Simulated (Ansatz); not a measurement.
Isolated molecules relaxed with PBE0-D4/def2-TZVP in Ansatz; ΔE leaves out vibrations. CCSD(T)/CBS adds triple-zeta CCSD(T) − MP2 to the extrapolated MP2 energy (def2 sets, frozen cores). This one scheme is used for every species. Functionals use def2-TZVPP. B3LYP here is the variant with VWN-RPA as its local correlation; programs differ in this. HSE06 is defined as in plane-wave codes. One conformer a species, not always the lowest.

Consider the substitution at a C–C bond: `CCCCCCCCC` + `N[SiH2]N` → `CN[SiH2]N` + `CCCCCCCC`.

```
             level  ΔE (kJ/mol)  difference from CCSD(T)/CBS
       LDA (SPW92)         37.3                         -3.0
            PBE-D4         34.3                         -6.0
         revPBE-D4         34.3                         -6.0
           BLYP-D4         32.3                         -8.0
         r2SCAN-D4         37.3                         -3.0
            B97M-V         38.8                         -1.5
           PBE0-D4         35.8                         -4.5
          B3LYP-D4         33.6                         -6.7
        r2SCANh-D4         37.6                         -2.7
        r2SCAN0-D4         38.0                         -2.3
          HSE06-D4         35.5                         -4.8
          BHLYP-D4         34.5                         -5.8
      CAM-B3LYP-D4         34.6                         -5.7
           ωB97X-V         36.5                         -3.8
           ωB97M-V         38.7                         -1.6
            B2PLYP         33.1                         -7.2
               PBE         30.0                        -10.3
            revPBE         25.8                        -14.5
              BLYP         24.7                        -15.6
            r2SCAN         35.4                         -4.9
              PBE0         31.9                         -8.4
             B3LYP         27.6                        -12.7
           r2SCANh         35.6                         -4.7
           r2SCAN0         35.9                         -4.4
             HSE06         31.7                         -8.6
             BHLYP         30.1                        -10.2
         CAM-B3LYP         30.5                         -9.8
           LC-ωPBE         33.2                         -7.1
RPA@PBE/def2-TZVPP         36.0                         -4.3
       HF/def2-SVP         20.5                        -19.8
     CCSD/def2-SVP         31.2                         -9.1
  CCSD(T)/def2-SVP         32.2                         -8.1
    MP2/def2-TZVPP         42.6                          2.3
SCS-MP2/def2-TZVPP         38.2                         -2.1
   CCSD/def2-TZVPP         38.0                         -2.3
     HF/def2-QZVPP         26.9                        -13.4
SCS-MP2/def2-QZVPP         38.7                         -1.6
      HF/CBS(def2)         26.8                        -13.5
     MP2/CBS(def2)         43.6                          3.3
    CCSD/CBS(def2)         39.0                         -1.3
       CCSD(T)/CBS         40.3                            0
```

Largest T1 diagnostic among the species: 0.010.

In def2-TZVPP, CCSD(T) changes the Hartree–Fock value by +12.4 kJ/mol (the triples alone add +1.3 kJ/mol) and MP2 by +15.7 kJ/mol. At CCSD(T), def2-SVP lies −8.1 kJ/mol from the extrapolated value and def2-TZVPP −0.9 kJ/mol. The D4 term adds +6.1 kJ/mol with B3LYP and +4.0 kJ/mol with PBE0; it sums over pairs of atoms, weighted by their polarisabilities, and B3LYP, whose exchange is more repulsive, gets the larger term.

CCSD(T)/CBS has its own doubt, a few kJ/mol and more with outer-core shells, so smaller differences from it don't rank the levels.
